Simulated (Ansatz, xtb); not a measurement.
# Ranking isomers of C3H6BCl

3 gas-phase structures of C3H6BCl, from a drawn sample of its isomers (lower ones may exist). Each was relaxed with GFN2-xTB:

A. `B[C@@H]1C[C@H]1Cl`, a singlet
B. `BC1(Cl)CC1`, a singlet
C. `B[C@@H]1C[C@@H]1Cl`, a singlet

Which do you expect lowest at r2SCAN-D4/def2-SVP, and how would the others follow?

Calculated order at r2SCAN-D4/def2-SVP: B (0.0), A (0.5), C (1.4) kcal/mol. Less than 1 kcal/mol parts B and A; A and C, so the order within those pairs means little.

Energies above the lowest of each column, in kcal/mol; the last columns are at PBE-D3(BJ)/def2-SVP geometries:

```tsv
structure	GFN2-xTB	HF/STO-3G	r2SCAN-D4/def2-SVP	PBE-D3(BJ)/def2-SVP	CCSD(T)/def2-SVP + ΔMP2/def2-TZVPP
B	0.0	0.0	0.0	0.0	0.0
A	1.3	1.2	0.5	0.3	0.7
C	2.3	2.0	1.4	0.8	1.5
```

Every level run on B puts it lowest or level with the lowest. Flexible structures stand in one conformer each, not always the lowest. ΔMP2 is the change of the MP2 energy from the smaller to the larger basis.

Programs: Ansatz 0.2.0, xtb 6.7.1.
